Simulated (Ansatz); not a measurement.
In(Me)2(Et) (C₄H₁₁In), SMILES [CH3][In]([CH2]C)[CH3].

Geometry optimised at PBE0-D3(BJ)/def2-SVP. The isomer is the one that the SMILES or the coordinates give; other isomers of the formula were not compared. The def2 effective core potentials stand for the cores of In; spin–orbit coupling is left out. The values are those of a single conformer.

Two levels are set side by side: PBE/def2-SVPD (Ansatz, a program for electronic structure) and ωB97X-V/def2-SVPD (Ansatz). Energy differences of separate SCF runs at the same geometry; the states with an electron removed or added have multiplicity 2 and 2. Differences are taken from unrounded values.

```csv
quantity,ωB97X-V,PBE,PBE minus ωB97X-V
vertical ionisation energy (eV),8.68,8.25,-0.43
vertical singlet–triplet gap (eV),4.60,3.95,-0.64
```
